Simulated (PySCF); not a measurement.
Si(F)2(Cl)(vinyl) (C2H3ClF2Si), SMILES C=C[Si](F)(F)Cl.

Coordinates come from a PBE-D3(BJ)/def2-SVP optimisation. The values are those of a single conformer.

Calculation: PBE-D3(BJ)/def2-SVP in PySCF.

Frequencies are harmonic and unscaled.

**Question.** Give all harmonic wavenumbers and intensities. (An estimate is asked for; the answer gives what the named calculation found.)

**Answer.** 
| mode | ν (cm⁻¹) | IR (km/mol) | moving atoms (share of kinetic energy) |
|---|---|---|---|
| 1 | 77 | 0.0 | C 45 %, H 26 %, Cl 13 %, F 11 % |
| 2 | 144 | 0.2 | F 31 %, C 27 %, H 20 %, Cl 14 %, Si 8 % |
| 3 | 169 | 0.5 | F 46 %, H 23 %, C 22 % |
| 4 | 215 | 4.0 | F 54 %, Cl 21 %, C 12 %, Si 9 % |
| 5 | 275 | 14.7 | F 50 %, Cl 18 %, H 12 %, Si 10 %, C 9 % |
| 6 | 305 | 22.9 | F 60 %, C 17 %, Si 14 % |
| 7 | 375 | 12.8 | C 31 %, F 24 %, Cl 18 %, Si 16 %, H 12 % |
| 8 | 511 | 14.4 | H 40 %, C 29 %, Cl 17 %, Si 9 % |
| 9 | 570 | 99.5 | C 27 %, Si 21 %, H 21 %, F 19 %, Cl 13 % |
| 10 | 713 | 168.0 | Si 44 %, C 30 %, H 13 %, F 9 % |
| 11 | 875 | 151.0 | F 48 %, Si 43 % |
| 12 | 933 | 110.0 | F 46 %, Si 43 %, H 10 % |
| 13 | 968 | 24.4 | H 72 %, C 28 % |
| 14 | 980 | 30.2 | H 71 %, C 15 %, Si 10 % |
| 15 | 997 | 16.3 | H 94 % |
| 16 | 1230 | 2.1 | H 71 %, C 28 % |
| 17 | 1371 | 19.6 | H 85 %, C 15 % |
| 18 | 1621 | 15.4 | C 87 %, H 13 % |
| 19 | 3062 | 6.3 | H 95 % |
| 20 | 3092 | 0.2 | H 92 %, C 8 % |
| 21 | 3160 | 1.7 | H 89 %, C 11 % |
